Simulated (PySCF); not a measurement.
Species: C4H12GeSi.
InChI=1S/C4H12GeSi/c6-4-5-2-1-3-5/h5H,1-4H2,6H3

Theory: TDDFT B3LYP/def2-SVPD, vertical, gas phase, core orbitals frozen in the response in PySCF. Geometry: PBE0-D3(BJ)/def2-SVP, one conformer, isolated molecule. Relativistic effects, spin–orbit coupling among them, are left out although an element past zinc is present. Torsions of this conformer, `[SiH3:1][CH2:2][GeH:3]1[CH2:4][CH2:5][CH2:6]1`: Si1–C2–Ge3–C4 156°.

```
state  E (eV)  ν̃ (cm⁻¹)       f   main configurations (H = HOMO, L = LUMO)
   S1    6.60      53250   0.032        H→L (33%), H→L+1 (30%), H-1→L (30%)
   S2    6.73      54250   0.010                     H→L+1 (54%), H→L (44%)
   S3    6.82      55030   0.073      H-1→L (63%), H→L (13%), H-1→L+1 (13%)
   S4    6.86      55310   0.053                              H-1→L+1 (79%)
   S5    6.99      56410   0.034                                H→L+2 (89%)
   S6    7.07      57000   0.035                              H-1→L+2 (91%)
   S7    7.37      59480   0.070                   H→L+3 (52%), H→L+4 (33%)
   S8    7.46      60180   0.045  H-1→L+4 (62%), H-1→L+3 (22%), H→L+3 (10%)
   S9    7.50      60490  0.0031     H→L+4 (58%), H→L+3 (26%), H-1→L+4 (8%)
  S10    7.56      60960   0.020                 H-2→L (61%), H-2→L+1 (22%)
```

Triplets, Tamm–Dancoff:

```csv
state,E (eV),λ (nm),"main configurations (H = HOMO, L = LUMO)"
T1,6.12,202.6,"H→L (35%), H→L+1 (30%), H-1→L (16%)"
T2,6.31,196.5,"H-1→L (48%), H-1→L+1 (17%), H→L (14%)"
T3,6.59,188.1,"H→L+1 (51%), H→L (40%)"
T4,6.75,183.8,"H-1→L+1 (64%), H-1→L (26%)"
```

The lowest singlet lies at 6.60 eV (188 nm, vacuum ultraviolet) and is of moderate strength; its leading configuration is HOMO→LUMO (33%). The most intense listed level is S3 at 6.82 eV (182 nm, f = 0.073), 0.22 eV above S1. Löwdin shares by element: HOMO carbon 54% or more, germanium 18% (atoms not listed hold the other 28%); LUMO silicon 26%, germanium 15%, carbon 9% or more, hydrogen 8% or more (atoms not listed hold the other 43%). Orbital energies (eV): HOMO-3 -9.12, HOMO-2 -8.37, HOMO-1 -7.46, HOMO -7.36, LUMO 0.12, LUMO+1 0.18, LUMO+2 0.53. Of the 10 states listed, 9 reach f = 0.01 and none stays under 0.0005. Weighted by f, the mean energy of these states is 7.07 eV. No computed singlet lies in the visible range (380 to 750 nm); the lowest, at 188 nm, stands 3.34 eV above its violet end (3.26 eV). The vertical ionisation energy (ΔSCF) is 9.28 eV, 1.72 eV above S10. The window holds the lowest 10 singlets.

On an Arm Neoverse N1 with one thread (shared host), this took 9.5 min of wall time and 1.2 GiB of memory at its peak.

Without π bonds the low states are Rydberg-like; a valence basis with one diffuse set may place them up to an eV too high.
